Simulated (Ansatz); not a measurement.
Input file for C4H9F2Ga, SMILES `CC(C)[CH2][Ga]([F])[F]`:

```yaml
crystal:
  periodic: [false, false, false]
  atoms:
    - {symbol: C, position_ang: [-0.356928, -1.351356, -0.823984]}
    - {symbol: C, position_ang: [0.328867, -0.697607, 0.366088]}
    - {symbol: C, position_ang: [1.625406, -0.020692, -0.051904]}
    - {symbol: C, position_ang: [-0.603298, 0.274939, 1.082153]}
    - {symbol: Ga, position_ang: [-1.195956, 1.775197, -0.017237]}
    - {symbol: F, position_ang: [-2.290944, 3.020984, 0.540099]}
    - {symbol: F, position_ang: [-0.733666, 2.091855, -1.678215]}
    - {symbol: H, position_ang: [0.286785, -2.104343, -1.284387]}
    - {symbol: H, position_ang: [-1.287943, -1.842891, -0.529314]}
    - {symbol: H, position_ang: [-0.590069, -0.608065, -1.594826]}
    - {symbol: H, position_ang: [0.577957, -1.487346, 1.087473]}
    - {symbol: H, position_ang: [2.126574, 0.445171, 0.800734]}
    - {symbol: H, position_ang: [1.435210, 0.753883, -0.803305]}
    - {symbol: H, position_ang: [2.318920, -0.739124, -0.494896]}
    - {symbol: H, position_ang: [-1.512389, -0.222531, 1.434977]}
    - {symbol: H, position_ang: [-0.128516, 0.711926, 1.966544]}
basis:
  gaussian: {orbitals: def2-SVP}
correlation: {method: ccsd_t}
```

```sh
$ ansatz run in.yaml --threads 8 --pin off --events-out ev --progress --plain --max-ram 20889MiB
```

The program prints (abridged):

```
Functional definition: HF
1622 factors; integrals over basis functions are off by at most 1.3e-3 eV
mean field evaluation 1: about -61993.4605 eV, gradient 4.9e1 eV
mean field evaluation 2: about -61993.5610 eV, gradient 4.9e1 eV
mean field evaluation 4: about -61998.7781 eV, gradient 4.5e0 eV
mean field evaluation 8: about -61998.8475 eV, gradient 7.9e-2 eV
mean field -61998.84752836 eV, -2278.4156223391 hartree, gradient 7.1e-7 eV, S^2 0.000000; 0 other end points of the search recorded, 0 dependent functions left out
15 core orbitals not correlated: weight in the atoms' cores, before any rotation towards them, 1.000 or more for the frozen orbitals, at most 0.000 for the correlated occupied ones
reference -61998.84752836 eV, -2278.4156223391 hartree; 26, 26 occupied and 120, 120 virtual orbitals, 1622 factors
second order -31.66859998 eV of doubles, -0.00000000 eV of singles
cycle   1  -31.88640764 eV  change   -2.2e-1 eV  update   1.3e-1
cycle   2  -32.68499672 eV  change   -8.0e-1 eV  update   4.0e-2
cycle   3  -32.88492407 eV  change   -2.0e-1 eV  update   2.1e-2
cycle   4  -32.88045039 eV  change    4.5e-3 eV  update   4.9e-3
cycle   5  -32.87768971 eV  change    2.8e-3 eV  update   2.2e-3
cycle   6  -32.87783724 eV  change   -1.5e-4 eV  update   6.1e-4
cycle   7  -32.87760367 eV  change    2.3e-4 eV  update   2.1e-4
cycle   8  -32.87753192 eV  change    7.2e-5 eV  update   6.2e-5
cycle   9  -32.87752685 eV  change    5.1e-6 eV  update   2.2e-5
perturbative correction -0.87507375 eV, -0.0321583671 hartree
Total energy: -62032.60012896 eV, -2279.6560075326 hartree
```

Hardware: 8 threads of an AMD EPYC on a shared host. Wall time 83 s, peak host memory 1.8 GiB.

The correlation energy is -33.753 eV, 2.6 % of it from (T); the T1 diagnostic reads 0.0121.
